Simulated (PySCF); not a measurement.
C₃H₁₀FSi₂ (doublet state).
Z-matrix (Å and degrees, GFN2-xTB geometry), rows numbered from 1:
```
F 
C   1  1.3564
C   2  1.4554  1  118.37
Si  3  1.9470  2  106.71  1   -78.34
C   3  1.5304  2  111.24  1   157.70
Si  5  1.9020  3  115.18  2  -168.14
H   2  1.0759  1  112.79  3  -159.18
H   3  1.0944  2  108.52  1    36.39
H   4  1.4630  3  106.69  2   -69.49
H   4  1.4605  3  107.02  2    49.89
H   4  1.4630  3  110.20  2   169.64
H   5  1.0945  3  108.12  2   -47.27
H   5  1.0919  3  109.25  2    67.45
H   6  1.4646  5  109.07  3    50.23
H   6  1.4638  5  110.87  3   -70.81
H   6  1.4644  5  108.12  3   169.44
```

The hyperfine couplings belong to this conformer and change with its torsions.

As a line formula: `F[CH][C@H]([SiH3])C[SiH3]` [radical].

Level of theory: PySCF 2.14.0, UKS B3LYP, pcH-1 on C F H Si, non-relativistic, mean-field spin-orbit, GIAO. One conformer (not necessarily the lowest) at the GFN2-xTB geometry, without solvent, vibrations or thermal averaging. Couplings are sensitive to structure, and on GFN2-xTB geometries they can be far from those on DFT ones. Stability of the SCF solution: not tested.

(1) Break the g tensor into its mass correction, gauge correction and orbital-Zeeman/spin–orbit terms.

(2) At 9.472 GHz, how far is the centre of the isotropic spectrum from where a free electron (g = 2.002319) resonates?

(3) Average each term over the three axes. Which is largest in size?

(4) In a frozen sample, at which fields do the three g values resonate at 9.5, 34, 94 and 263 GHz (hyperfine left aside), and which band first spreads them over more than twice a line width of 0.3 mT?

Results:

(1) 
```
                    Δg (ppm)     1     2     3
relativistic mass correction  -197  -197  -197
            gauge correction     1    16    35
   orbital Zeeman/spin–orbit  -129  1954  2560
                       total  -324  1773  2399
```

So g = 2.00199, 2.00409, 2.00472 and g_iso = 2.00360; the tensor is rhombic: the two nearest values differ by 23 % of g3 − g1. Axes: g2 points within 9° of the F1–C2 bond.

(2) B = hν/(g μB) with μB/h = 13.99624 MHz/mT gives 337.98 mT for the free electron and 337.77 mT at g_iso, 0.22 mT lower.

(3) The orbital-Zeeman/spin–orbit term 1462, the mass correction -197 and the gauge correction 17 ppm, for a total of 1282 ppm. The orbital-Zeeman/spin–orbit term is the largest in size. The mass correction is the same along every axis, so the anisotropy comes from the other two: their spans along these axes are 34 (gauge) and 2690 ppm (orbital Zeeman/spin–orbit).

(4) 
```
band    GHz  B(g3) mT  B(g2) mT  B(g1) mT  spread mT
   X    9.5    338.58    338.68    339.04       0.46
   Q   34.0   1211.75   1212.13   1213.40       1.65
   W   94.0   3350.14   3351.19   3354.70       4.56
   J  263.0   9373.27   9376.19   9386.01      12.75
```

The spread grows in proportion to the frequency. Q band is the first where it exceeds 0.6 mT.

Largest spin populations (Mulliken): C2 (+0.90), Si4 (+0.08), C3 (-0.07) and F1 (+0.06). C2 is the only atom above +0.15. The angles at C2 add up to 356.2°, so it is nearly planar; its axial dipolar tensor and the negative coupling of its proton fit spin in a p orbital normal to that plane.

The HOMO–LUMO gaps are 5.36 eV among the α and 6.95 eV among the β orbitals.
